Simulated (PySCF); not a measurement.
# Simulated absorption spectrum

Species: Cu(PF3)H (singlet state).
Cartesian coordinates in Å at the PBE0-D3(BJ)/def2-SVP level; atoms count from 1:
```
atom  x, y, z in Å
Cu1    0.065   -0.059   -1.580
P2    -0.024    0.011    0.604
F3     0.124    1.416    1.307
F4     1.043   -0.797    1.442
F5    -1.333   -0.489    1.331
H6     0.126   -0.082   -3.105
```

Method used: PySCF 2.14.0, density-fitted response routines, TDDFT B3LYP/def2-SVPD, vertical, gas phase, core orbitals frozen in the response.

Broadening: Gaussians 0.4 eV wide at half height, area fixed by f = 4.319×10⁻⁹ ∫ε dν̃. The width is an assumption, not a result. The curve ends short of the highest state used, and states not computed would add to its high-energy end.

E (eV), ε (L mol⁻¹ cm⁻¹) and a bar:
```
     3.03          8 
     3.10         33 
     3.17        111 #
     3.24        312 ##
     3.32        826 ######
     3.39       1611 ###########
     3.46       2654 ##################
     3.53       3689 ##########################
     3.60       4327 ##############################
     3.68       4217 #############################
     3.75       3438 ########################
     3.82       2365 ################
     3.89       1373 ##########
     3.96        672 #####
     4.04        242 ##
     4.11         82 #
     4.18         24 
     4.25          6 
     4.33          4 
     4.40          9 
     4.47         27 
     4.54         66 
     4.61        139 #
     4.69        264 ##
     4.76        389 ###
     4.83        487 ###
     4.90        529 ####
     4.97        523 ####
     5.05        525 ####
     5.12        600 ####
     5.19        761 #####
     5.26        953 #######
     5.33       1092 ########
     5.41       1127 ########
     5.48       1090 ########
     5.55       1069 #######
     5.62       1100 ########
     5.69       1138 ########
     5.77       1091 ########
     5.84        946 #######
     5.91        775 #####
     5.98        695 #####
     6.05        794 #####
     6.13       1131 ########
```

Task: Where are the band maxima, and which computed states make them?

Result: 341 nm (3.63 eV), ε about 4400, made up of S1 (50%) and S2 (50%); 252 nm (4.92 eV), ε about 530, made up of S5 (45%) and S6 (46%) (hardly more than a shoulder); 230 nm (5.39 eV), ε about 1100, made up of S10 (44%), S11 (44%) and S12 (11%); 217 nm (5.70 eV), ε about 1100, made up of S12 (89%) (ε in L mol⁻¹ cm⁻¹; maxima over ε = 5, shares over 10%). At its high-energy end, 6.13 eV, the curve is still rising (ε about 1100, from S13). The states used: S1 3.63 eV (f 0.033); S2 3.63 eV (f 0.033); S3 4.70 eV (f 0.0000); S4 4.70 eV (f 0.0000); S5 4.88 eV (f 0.0037); S6 4.88 eV (f 0.0037); S7 5.00 eV (f 0.0000); S8 5.09 eV (f 0.0000); S9 5.09 eV (f 0.0001); S10 5.35 eV (f 0.0076); S11 5.35 eV (f 0.0076); S12 5.74 eV (f 0.015); S13 6.29 eV (f 0.023); S14 6.73 eV (f 0.302).

Task: What would ε be at 3.63 eV, the highest of these maxima, with half the width (0.2 eV)?

Result: About 8790 L mol⁻¹ cm⁻¹ against 4400, a factor of about 2.00; a lone state at its own centre would give exactly 2.

Task: Coming from long wavelengths, where does ε first pass 100 L mol⁻¹ cm⁻¹?

Result: At about 392 nm (3.16 eV), 0.46 eV below S1.

Task: On this curve, what absorbance would a 10⁻³ mol/L sample give at 405 nm over a 1 cm path?

Result: 405 nm is 3.061 eV, where ε is about 16 L mol⁻¹ cm⁻¹, so A = ε c l ≈ 0.016 (Beer–Lambert, with the gas-phase spectrum and the assumed width).

All these states lie below the vertical ionisation energy of 9.38 eV (ΔSCF).
